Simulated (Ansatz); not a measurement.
Consider the formal exchange of groups at the Si–S bond: `C[SiH2]SSC` + `[SiH3]S` → `C[SiH2][SiH2]S` + `CSS`.

Computed with Ansatz on PBE0-D4/def2-TZVP structures; ΔE is electronic, products minus reactants. CCSD(T)/CBS is the MP2 limit (def2-TZVPP, def2-QZVPP) plus CCSD(T) − MP2 in def2-TZVPP, frozen cores. Functionals use def2-TZVPP. Each species was taken in one conformer, which may not be the lowest.

CCSD(T)/CBS gives +64.5 kJ/mol.

Problem. Another level gave +59.6 kJ/mol. Which?
A. PBE0-D4/def2-TZVPP
B. ωB97M-V/def2-TZVPP
C. CAM-B3LYP/def2-TZVPP
D. MP2/def2-TZVPP

Solution. C. CAM-B3LYP 59.6, ωB97M-V 65.9, PBE0-D4 55.1, MP2/def2-TZVPP 72.4 kJ/mol.

Problem. What do rigid-rotor, harmonic-oscillator terms from PBE0-D4/def2-TZVP frequencies (298.15 K, 1 bar) make of the CCSD(T)/CBS value? (Best estimate.)

Solution. Computed: ΔZPE = -0.4 kJ/mol, ΔH = +64.3 kJ/mol, ΔS = 9 J/(mol·K), ΔG = +61.6 kJ/mol.

Largest T1 diagnostic among the species: 0.011.

At CCSD(T), def2-SVP lies −3.7 kJ/mol from the extrapolated value and def2-TZVPP −2.1 kJ/mol. From PBE to PBE0 (25 % exact exchange), in def2-TZVPP and without D4, ΔE moves by +3.8 kJ/mol.
